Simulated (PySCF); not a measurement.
**Manganese: highly charged ions in a basis for the neutral atom**

Mn¹⁴⁺ [Ne] 3s1, Mn¹⁵⁺ [Ne]. Calculation: PySCF 2.14, in cc-pVDZ-DK; scalar relativity by spin-free X2C-1e. No spin-orbit coupling, so a gap to NIST mixes the basis error with missing relativistic terms.

Changed run: basis of the neutral atom used for a highly charged ion. This setting is unsound on purpose.

| species | method | sound run (hartree) | changed run (hartree) | converged |
| --- | --- | --- | --- | --- |
| Mn¹⁴⁺ | UHF | not run | -1069.40535 | yes |
| Mn¹⁴⁺ | r2SCAN | not run | -1069.84263 | yes |
| Mn¹⁴⁺ | PBE0 | not run | -1069.64009 | yes |
| Mn¹⁵⁺ | UHF | not run | -1053.66301 | yes |
| Mn¹⁵⁺ | r2SCAN | not run | -1054.09403 | yes |
| Mn¹⁵⁺ | PBE0 | not run | -1053.83921 | yes |

Ionisation energy of Mn¹⁴⁺:

| method | changed run (eV) | NIST (eV) |
| --- | --- | --- |
| UHF | 428.37 | 435.17 |
| r2SCAN | 428.54 | 435.17 |
| PBE0 | 429.96 | 435.17 |

The contracted functions were made for the neutral atom and can be too rigid for a highly charged ion.
